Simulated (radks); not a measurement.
Values are calculated unless marked as measured or tabulated.
Initial-state core-level shifts of the tellurium ion Te2+ when its valence configuration changes from [Kr] 4d10 5s2 5p2. Level of theory: Dirac Kohn-Sham, PBEsol, spin-unpolarised, spherical densities, point nucleus; open shells fill j = l - 1/2 first (a radial shooting solver on a logarithmic mesh with Libxc functionals). Shifts are changes of the shell-averaged eigenvalues in eV (positive: less bound).

valence                3s       3p       3d       4p
4d9 5s2 5p3        -9.467   -9.469   -9.563   -7.703
4d9 5p5           -12.373  -12.372  -12.465  -10.511
4d10 5s1.5 5p2.5   -0.774   -0.773   -0.772   -0.757
4d10 5p4           -3.036   -3.033   -3.029   -2.965
4d9.5 5s2 5p2.5    -4.711   -4.712   -4.758   -3.859
4d9.5 5s1 5p3.5    -6.214   -6.213   -6.257   -5.319
4d8 5s2 5p4       -19.113  -19.117  -19.322  -15.354
4d10 5s1 5p3       -1.538   -1.536   -1.534   -1.503
